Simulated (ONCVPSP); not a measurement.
## Pt (Z = 78): one change to an ONCV potential, before and after

platinum, optimised norm-conserving Vanderbilt (ONCV), made with ONCVPSP 4.0.1 (LDA (Perdew-Zunger), scalar-relativistic). Core [Xe] 4f14, reference 5d9 6s1. Waves: 6s: rc 2.45 bohr, ncon 4, nbas 8, qcut 2.2 1/bohr, 3 projectors, debl 3.3 Ha; p scattering state at 0.05 Ha: rc 2.20 bohr, ncon 4, nbas 8, qcut 4.2 1/bohr, 3 projectors, debl 0.6 Ha; 5d: rc 2.15 bohr, ncon 3, nbas 7, qcut 7 1/bohr, local; f scattering state at 0.16 Ha: rc 2.15 bohr, ncon 4, nbas 8, qcut 6 1/bohr, 2 projectors, debl 3.9 Ha. Local part: the d channel. Core correction: none.

Change: d: qcut 7.8.

Cutoffs: the cutoffs (Ha) at which the residual kinetic energy of the hardest occupied pseudo-wave falls to 1 and 0.1 mHa per electron; they do not see the model core or the augmentation charge, which bear on the density cutoff. Errors are all-electron minus pseudo energies relative to the spin-unpolarised reference configuration.

Problem. How do hardness, ghosts and transferability respond?

Solution. The potential gets neither clearly harder nor softer (17 Ha and 28 Ha → 18 Ha and 28 Ha); both files keep a bound ghost (p); of the 4 tests that both files solve, the error grows in 1 and shrinks in 3 by more than 15 % and 0.3 meV (median size 9.2 → 4.8 meV); the range in which the d phases agree widens (upper end 1.4 → at the end of the scan).

| quantity | base | changed |
| --- | --- | --- |
| cutoff, loose | 17 Ha | 18 Ha |
| cutoff, tight | 28 Ha | 28 Ha |
| loose cutoff by channel | s 15 Ha, d 17 Ha | s 15 Ha, d 18 Ha |
| bound ghosts | p | p |
| GHOST(+) flags under 300 eV | s at 127.5 eV | s at 119.1 eV |
| error for 5d9 6s0, meV [ΔE 9.54 eV] | -0.6 | -1.3 |
| error for 5d8 6s0, meV [ΔE 29.80 eV] | -9.5 | -2.6 |
| error for 5d7 6s0, meV [ΔE 62.32 eV] | -69 | -50 |
| error for 5d8 6s1, meV [ΔE 11.42 eV] | -9.0 | -6.9 |
| s: phases at 2.48 bohr within 0.05 rad from the reference energy up to (Ha; the scan ends near 5) | n/a | 4.4 |
| p: phases at 2.23 bohr within 0.05 rad from the reference energy up to (Ha; the scan ends near 5) | to the end of the scan | to the end of the scan |
| d: phases at 2.18 bohr within 0.05 rad from the reference energy up to (Ha; the scan ends near 5) | 1.4 | to the end of the scan |
| f: phases at 2.18 bohr within 0.05 rad from the reference energy up to (Ha; the scan ends near 5) | to the end of the scan | to the end of the scan |

Base: The cutoffs count occupied waves only; projector 3 of the s channel, the hardest unoccupied one, needs 46 Ha at the loose tolerance. Changed file: The cutoffs count occupied waves only; projector 3 of the s channel, the hardest unoccupied one, needs 46 Ha at the loose tolerance. A true bound ghost makes a file unfit for plane-wave use even where its test errors are small: the radial tests pick states by their node count and pass the ghost by.
